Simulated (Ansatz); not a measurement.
Cost and result up the ladder for the cluster Ru₂F₆ (8 atoms). Total charge 0; singlet. Geometry: PBE0-D4/def2-SVP.

```tsv
atom	x (Å)	y (Å)	z (Å)
Ru1	-0.3039	0.2753	1.1606
Ru2	0.3036	-0.2743	-1.1611
F3	0.9268	1.5790	1.4208
F4	-0.9093	-1.5976	-1.4072
F5	-2.0201	0.7563	0.8355
F6	-0.0366	1.3556	-1.8750
F7	2.0276	-0.7337	-0.8464
F8	0.0119	-1.3606	1.8727
```

Ansatz on 4 threads of AMD EPYC 9R45 on a shared host. Times are rough, and most runs start from the orbitals of an earlier one. No level here is sound enough to serve as a yardstick. Binding counts from free atoms at the same level (Ru quintet, F doublet; other spins of the atoms weren't run), without zero-point energy or a counterpoise term.

In the def2 sets Ru takes a core potential; there is no spin–orbit coupling. No other spin state of charge 0 was run. Another isomer (singlet) lies 0.95 eV lower at PBE-D4/def2-SVP; other spin states weren't run for this one.

Run but left out: MP2/def2-TZVP, CCSD(T)/def2-SVP (restricted singlet, unstable towards broken spin symmetry).

| level | functions | wall time | binding energy per atom (eV) | remarks |
| --- | --- | --- | --- | --- |
| LDA (SPW92)/def2-TZVP | 266 | 0.9 s | 4.48 | restricted SCF unstable in HF |
| PBE-D4/def2-SVP | 146 | 0.95 s | 3.80 | restricted SCF unstable in HF |
| revPBE-D4/def2-TZVP | 266 | 1.3 s | 3.48 | restricted SCF unstable in HF |
| PBE0-D4/def2-SVP | 146 | 1.3 s | 3.21 | restricted SCF unstable in HF |
| PBE-D4/def2-TZVP (with forces) | 266 | 1.7 s | 3.69 | restricted SCF unstable in HF |
| r2SCAN-D4/def2-TZVP | 266 | 2.5 s | 3.43 | restricted SCF unstable in HF |
| PBE0-D4/def2-TZVP | 266 | 2.5 s | 3.16 | restricted SCF unstable in HF |
| B97M-V/def2-TZVP | 266 | 4.3 s | 3.31 | restricted SCF unstable in HF |
